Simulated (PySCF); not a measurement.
Isomers of C7H9F. Method: PySCF, TDDFT CAM-B3LYP/def2-SVPD, vertical, gas phase, core orbitals frozen in the response. Geometries: GFN2-xTB; one conformer of each isolated species. Triplets are in the Tamm–Dancoff approximation.

A. `C(=C/C=C)/[C@H](F)C=C`
B. `[C@H]1(C=C)[C@@H](CC1=C)F`
C. `C=C(C)/C=C\C(=C)F`
D. `C#C[C@@H]1CC[C@H]1CF`

Lowest singlet levels (six at most, fewer where fewer were computed) with oscillator strengths:

1. 6.55 eV (f 0.000); 6.81 eV (f 0.005); 6.83 eV (f 0.001); 7.54 eV (f 0.035); 7.55 eV (f 0.054); 8.19 eV (f 0.060); T1 5.45 eV
2. 5.65 eV (f 0.773); 6.48 eV (f 0.019); 6.78 eV (f 0.008); 6.88 eV (f 0.034); 6.99 eV (f 0.013); 7.39 eV (f 0.026); T1 3.16 eV
3. 4.87 eV (f 0.756); 6.07 eV (f 0.003); 6.18 eV (f 0.000); 6.68 eV (f 0.003); 6.91 eV (f 0.010); 6.92 eV (f 0.004); T1 2.74 eV
4. 6.70 eV (f 0.147); 7.07 eV (f 0.123); 7.17 eV (f 0.130); 7.29 eV (f 0.067); 7.53 eV (f 0.211); 7.58 eV (f 0.059); T1 4.31 eV

Question: Which spectrum belongs to which structure?

Answer: 1 = D, 2 = A, 3 = C, 4 = B.
- A: S1 at 5.65 eV, HOMO→LUMO (97%); Löwdin shares by element: HOMO carbon 81% or more (atoms not listed hold the other 19%); LUMO carbon 74% or more (atoms not listed hold the other 26%); HOMO -8.14 and LUMO -0.09 eV.
- B: S1 at 6.70 eV, HOMO→LUMO (88%); Löwdin shares by element: HOMO carbon 74% or more (atoms not listed hold the other 26%); LUMO carbon 54% or more (atoms not listed hold the other 46%); HOMO -8.71 and LUMO 0.89 eV.
- C: S1 at 4.87 eV, HOMO→LUMO (98%); Löwdin shares by element: HOMO carbon 64% or more (atoms not listed hold the other 36%); LUMO carbon 62% or more (atoms not listed hold the other 38%); HOMO -7.69 and LUMO -0.49 eV.
- D: S1 at 6.55 eV, HOMO-1→LUMO+1 (27%), HOMO-1→LUMO+4 (20%), HOMO→LUMO+5 (16%); Löwdin shares by element: HOMO (one of a set within 0.03 eV) carbon 87% or more; LUMO carbon 31% or more, hydrogen 10% or more (atoms not listed hold the other 59%); HOMO -9.14 and LUMO 1.28 eV.
